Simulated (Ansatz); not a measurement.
Ansatz results at the PBE0-D4/def2-TZVP geometry: size of the dipole moment (B3LYP/def2-TZVPP) 1.44 D; HOMO energy (B3LYP/def2-TZVPP) -7.49 eV; HOMO energy (PBE/def2-TZVPP) -6.54 eV.

Q: Which molecule gave them?
A. `[CH2]1[SiH2][SiH2][NH][InH]1`
B. `[SiH3]/C=[CH]\[GaH2]`
C. `C/C=C(\F)OC`
D. `CC(=N)BO`

A: B. The others give `[CH2]1[SiH2][SiH2][NH][InH]1`: 2.15, -6.82, -5.82; `CC(=N)BO`: 2.12, -7.03, -5.74; `C/C=C(\F)OC`: 1.22, -6.42, -5.40.

B3LYP here is the variant with VWN-RPA as its local correlation; programs differ in this.
